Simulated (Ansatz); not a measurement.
Reactions of `N[SiH2]C(O)F`.

Program: Ansatz. Geometries: PBE0-D4/def2-TZVP. ΔE: electronic, gas phase. CBS: MP2 limit from def2 TZ/QZ plus the TZ coupled-cluster correction, frozen cores. This one scheme is used for every species. DFT in def2-TZVPP. B3LYP here is the variant with VWN-RPA as its local correlation; programs differ in this. def2 core potentials past Kr. For Ge, I, Te outer-core shells are correlated without core-valence functions, which leaves a few kJ/mol of doubt a bond. Scalar relativity is left out up to krypton. One conformer a species, not always the lowest.

| reaction | B3LYP-D4 (kJ/mol) | ωB97M-V (kJ/mol) | HF/CBS(def2) (kJ/mol) |
| --- | --- | --- | --- |
| `N[SiH2]C(O)F` + `[AlH2][SH]` → `N[SiH2][S][AlH2]` + `OCF` | -88 | -87 | -102 |
| `N[SiH2]C(O)F` + `N[Si](O)(F)F` → `N[SiH2]O[Si](N)(F)F` + `OCF` | -148 | -143 | -178 |
| `N[SiH2]C(O)F` + `B[TeH]` → `B[Te][SiH2]N` + `OCF` | -74 | -70 | -84 |
| `N[SiH2]C(O)F` + `C=N` → `C=NC(F)[SiH2]N` + H₂O | -30 | -26 | -23 |
| `N[SiH2]C(O)F` + `[NH2][GeH2][OH]` → `N[SiH2][O][GeH2][NH2]` + `OCF` | -151 | -149 | -179 |
| `N[SiH2]C(O)F` + HI → `N[SiH2]I` + `OCF` | -112 | -110 | -136 |
| `N[SiH2]C(O)F` + HCl → `OC(F)Cl` + `N[SiH3]` | 29 | 29 | 12 |

Q: Give the CCSD(T)/CBS values in the same order. (Best estimate.)

A: Computed: -93, -147, -79, -34, -152, -118, 31 kJ/mol.

Largest T1 diagnostic: 0.015, for `B[TeH]`.
